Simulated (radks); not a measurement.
Question: Coherent X-ray form factor from a spherical all-electron density. Calculated with a radial shooting solver on a logarithmic mesh with Libxc functionals: scalar-relativistic Kohn-Sham, PBE, spin-polarised, spherical densities, finite nucleus; Fermi nuclear charge, rms radius of each element as measured or else 0.836 A^(1/3) + 0.57 fm.

sin(theta)/lambda (1/angstrom)  f0 (electrons)
0.05                                    56.231
0.1                                     54.108
0.15                                    51.088
0.2                                     47.690
0.25                                    44.322
0.3                                     41.217
0.4                                     36.005
0.5                                     31.850
0.6                                     28.363
0.8                                     22.873
1                                       19.170
1.25                                    16.217
1.5                                     14.004
2                                       10.133

The species is in the configuration that NIST lists as its ground one. Which atom or ion scatters so?

Answer: The praseodymium ion Pr2+, [Xe] 4f3. Extrapolating in s^2 from the first two rows gives f0(0) = 56.9, near the electron count 57; among species with that count, the fall with angle is slower the higher Z, and the table is that of Z = 59; from so few rows the species is fixed only to a neighbour or two.
